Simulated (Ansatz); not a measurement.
Cost and result for the atomization energy of C2H2OZn, SMILES `C1=[CH][Zn][O]1` (6 atoms, 6 bonds).

```xyz
6

C     0.332    0.471    0.056
C    -0.738   -0.282   -0.289
Zn    0.323   -1.711    0.524
O     1.395   -0.002    0.663
H     0.347    1.546   -0.170
H    -1.659   -0.021   -0.783
```

The species carries charge 0 and has multiplicity 1. For Zn the d shell is correlated and the shells below it are frozen. Scalar relativity is left out up to krypton. Geometry: relaxed with PBE0-D4/def2-TZVP. Program: Ansatz. All runs use 2 threads of an Arm Neoverse V1 on a shared host. Times are those of one run each, without the atoms' runs, and a repeat can differ threefold. Electronic energies, without spin–orbit coupling; frozen cores. CCSD(T)/CBS adds CCSD(T) − MP2 in def2-TZVPP to the MP2 limit, and its time is that of the two runs behind it. T1 = 0.024; the RHF reference is unstable towards UHF. With those shells the extrapolation isn't a true limit. HSE06 is the plane-wave form, built on full-range PBE exchange.

CCSD(T)/CBS is a level of theory with its own doubt, some kJ/mol a heavy atom from the limit and from the frozen cores, so smaller differences don't rank the functionals.

```
                             level  functions  wall time
   PBE-D4/def2-TZVPP (with forces)        185      3.3 s
                PBE0-D4/def2-TZVPP        185      3.7 s
               BHLYP-D4/def2-TZVPP        185      3.9 s
                  CCSD(T)/def2-SVP         83      3.9 s
               HSE06-D4/def2-TZVPP        185        4 s
           CAM-B3LYP-D4/def2-TZVPP        185      4.2 s
             r2SCANh-D4/def2-TZVPP        185        7 s
r2SCAN-D4/def2-TZVPP (with forces)        185      7.5 s
               PBE-QIDH/def2-TZVPP        185        8 s
  ωB97M-V/def2-TZVPP (with forces)        185       15 s
                    MP2/def2-QZVPP        331       23 s
                CCSD(T)/def2-TZVPP        185       81 s
                 CCSD(T)/CBS(def2)          –      100 s
```

(1) What atomization energy does each give, and how far from CCSD(T)/CBS? (An estimate is asked.)

## Answers

(1) Ansatz gave: 
| level | atomization (kJ/mol) | difference from CCSD(T)/CBS | per bond |
| --- | --- | --- | --- |
| PBE-D4/def2-TZVPP (with forces) | 2216.1 | 117.3 | 19.6 |
| PBE0-D4/def2-TZVPP | 2126.9 | 28.1 | 4.7 |
| BHLYP-D4/def2-TZVPP | 1964.0 | -134.8 | -22.5 |
| CCSD(T)/def2-SVP | 1979.8 | -119.0 | -19.8 |
| HSE06-D4/def2-TZVPP | 2130.7 | 31.9 | 5.3 |
| CAM-B3LYP-D4/def2-TZVPP | 2090.2 | -8.6 | -1.4 |
| r2SCANh-D4/def2-TZVPP | 2108.8 | 10.0 | 1.7 |
| r2SCAN-D4/def2-TZVPP (with forces) | 2140.3 | 41.5 | 6.9 |
| PBE-QIDH/def2-TZVPP | 2102.7 | 3.9 | 0.7 |
| ωB97M-V/def2-TZVPP (with forces) | 2098.0 | -0.8 | -0.1 |
| MP2/def2-QZVPP | 2166.1 | 67.3 | 11.2 |
| CCSD(T)/def2-TZVPP | 2035.3 | -63.5 | -10.6 |
| CCSD(T)/CBS(def2) | 2098.8 | 0.0 | 0.0 |

In def2-TZVPP, CCSD(T) changes the Hartree–Fock value by +691.4 kJ/mol (the triples alone add +66.2 kJ/mol) and MP2 by +782.6 kJ/mol; breaking electron pairs costs correlation energy, which Hartree–Fock lacks. At CCSD(T), def2-SVP lies −119.0 kJ/mol from the extrapolated value and def2-TZVPP −63.5 kJ/mol: correlation converges slowly with the basis, and small sets miss more of it in the bonded molecule than in its fragments. The D4 term adds +17.6 kJ/mol with B3LYP and +8.9 kJ/mol with PBE0; it sums over pairs of atoms, weighted by their polarisabilities, and B3LYP, whose exchange is more repulsive, gets the larger term.

B3LYP here is the variant with VWN-RPA as its local correlation; programs differ in this.
